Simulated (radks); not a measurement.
These are the eigenvalues of the occupied orbitals of an atom or ion with whole-number occupations (hartree). All-electron calculation, Dirac Kohn-Sham, PBEsol, spin-unpolarised, spherical densities, finite nucleus; Fermi nuclear charge, rms radius of each element as measured or else 0.836 A^(1/3) + 0.57 fm. Program: a radial shooting solver on a logarithmic mesh with Libxc functionals.

| orbital | eigenvalue |
|---|---|
| 1s1/2 | -1838.679 |
| 2s1/2 | -303.8104 |
| 2p1/2 | -288.5592 |
| 2p3/2 | -263.0038 |
| 3s1/2 | -67.66921 |
| 3p1/2 | -61.05096 |
| 3p3/2 | -55.80967 |
| 3d3/2 | -44.36125 |
| 3d5/2 | -43.21890 |
| 4s1/2 | -13.95542 |
| 4p1/2 | -11.37845 |
| 4p3/2 | -10.20948 |
| 4d3/2 | -5.96009 |
| 4d5/2 | -5.74873 |
| 5s1/2 | -2.24438 |
| 5p1/2 | -1.53303 |
| 5p3/2 | -1.37121 |
| 4f5/2 | -0.75437 |
| 4f7/2 | -0.72651 |
| 5d3/2 | -0.47859 |
| 5d5/2 | -0.46532 |
| 6f5/2 | -0.06566 |
| 6f7/2 | -0.06560 |

Which element is it, and in what charge state? The configuration may be excited. Open shells, if any, are shared by 2j + 1.

Answer. Z = 64, gadolinium, charge +1: Gd+ in [Xe] 4f7 5d1 6f1. The list shows which subshells hold electrons but not how many an open one holds; the 1s level, -1838.7 hartree, gives Z - s = 60.6 by -(Z - s)^2/2, which with screening and relativity narrows Z to a few neighbours, and the depths of the outer levels then fix element, charge and occupations together.
